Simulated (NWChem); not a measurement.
System: C$_{2}$H$_{8}$Si$_{2}$; SMILES [SiH3]C([SiH3])=C

Computed with NWChem. Geometry: optimised at PBE0/def2-SVP. Level: PBE/def2-SVP with SMD (1 M gas to 1 M solution), gas-phase geometry. Reactions with the solvent are ignored.

```csv
solvent,dielectric constant,solvation free energy (kcal/mol),cavity-dispersion-structure term (kcal/mol),dipole in solution (D)
water,78.4,4.0,4.9,1.18
benzene,2.27,-0.8,-0.3,0.97
acetone,20.5,-0.4,0.4,1.16
acetonitrile,35.7,-0.1,0.8,1.17
chloroform,4.71,-0.9,-0.2,1.07
```
